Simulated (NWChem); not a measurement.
System: CH₆FNSi; SMILES C[Si@H](N)F

Input file for NWChem:

```
start job
memory heap 200 mb stack 900 mb global 1100 mb
geometry units angstroms noautoz
  C     -0.033751    -1.735816     0.182474
  Si    -0.070854     0.052586    -0.326733
  N      1.427615     0.799062     0.037937
  F     -1.333253     0.735084     0.462422
  H      0.747009    -2.286393    -0.363639
  H      0.169227    -1.830672     1.261285
  H     -1.003160    -2.217908    -0.015383
  H     -0.346579     0.271532    -1.772277
  H      1.883212     0.643393     0.930136
  H      1.652077     1.716696    -0.329452
end
basis spherical
  C library def2-svp
  Si library def2-svp
  N library def2-svp
  F library def2-svp
  H library def2-svp
end
dft
  xc slater vwn_5
  iterations 150
  mulliken
end
task dft energy
```

Geometry: optimised at PBE0/def2-SVP.

Task: Give the results of this calculation. (LDA (Slater exchange, VWN5)/def2-SVP.) Quantities: energy (Ha); highest occupied level (eV); orbital gap (eV); dipole (D).

Result: 
- energy (Ha) = -483.02
- highest occupied level (eV) = -6.23
- orbital gap (eV) = 6.79
- dipole (D) = 1.93
